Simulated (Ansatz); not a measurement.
`C[SiH]1[O][Al]1[OH]` at its PBE0-D4/def2-TZVP geometry, where that method's forces vanish. Total charge 0; spin multiplicity 1.

```xyz
10

C     1.3311    1.3659   -0.4344
Si   -0.2217    0.6806    0.3306
O    -1.2619   -0.1359   -0.7061
Al   -0.9603   -1.4743    0.3580
O    -1.5730   -3.0401    0.2541
H     1.8806    0.6095   -0.9959
H     1.9864    1.7732    0.3405
H     1.0680    2.1838   -1.1135
H    -0.8676    1.7848    1.1000
H    -1.3817   -3.7476    0.8667
```

Task: What forces (eV/Å) does r2SCAN-D4/def2-TZVPP give on these atoms in the Gaussian-basis code of Ansatz? (An estimate is asked.)

Result: The calculation gave: 
```
C1  -0.010  0.001 -0.007
Si2  0.070  0.071  0.112
O3  -0.075 -0.007 -0.115
Al4  0.039 -0.030  0.082
O5  -0.045 -0.043 -0.043
H6   0.000  0.030  0.006
H7  -0.007 -0.002 -0.032
H8   0.025 -0.006  0.006
H9   0.002  0.009 -0.021
H10  0.001 -0.023  0.012
```
